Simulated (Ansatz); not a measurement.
Gas-phase electronic energies from Ansatz, PBE0-D4/def2-TZVP geometries. CCSD(T)/CBS is the MP2 limit (def2-TZVPP, def2-QZVPP) plus CCSD(T) − MP2 in def2-TZVPP, frozen cores. DFT in def2-TZVPP. B3LYP here is the variant with VWN-RPA as its local correlation; programs differ in this. Each species was taken in one conformer, which may not be the lowest.

Consider the isomerisation: `CB(C)N[SiH3]` → `CBNC[SiH3]`.

```
             level  ΔE (kcal/mol)  difference from CCSD(T)/CBS
            PBE-D4           27.9                         -3.1
         r2SCAN-D4           30.8                         -0.2
           PBE0-D4           29.3                         -1.7
          B3LYP-D4           29.8                         -1.2
           ωB97X-V           29.8                         -1.2
           ωB97M-V           30.6                         -0.4
            B2PLYP           30.1                         -0.9
            r2SCAN           30.7                         -0.3
     HF/def2-TZVPP           31.6                          0.6
    MP2/def2-TZVPP           31.8                          0.8
SCS-MP2/def2-TZVPP           31.0                          0.0
   CCSD/def2-TZVPP           30.8                         -0.2
    MP2/def2-QZVPP           32.1                          1.1
SCS-MP2/def2-QZVPP           31.3                          0.3
      HF/CBS(def2)           31.8                          0.8
     MP2/CBS(def2)           32.2                          1.2
       CCSD(T)/CBS           31.0                            0
```

Largest T1 diagnostic among the species: 0.012.

The D4 term adds +0.9 kcal/mol with B3LYP and +0.5 kcal/mol with PBE0; it sums over pairs of atoms, weighted by their polarisabilities, and B3LYP, whose exchange is more repulsive, gets the larger term. From PBE to PBE0 (25 % exact exchange), in def2-TZVPP and without D4, ΔE moves by +1.5 kcal/mol.
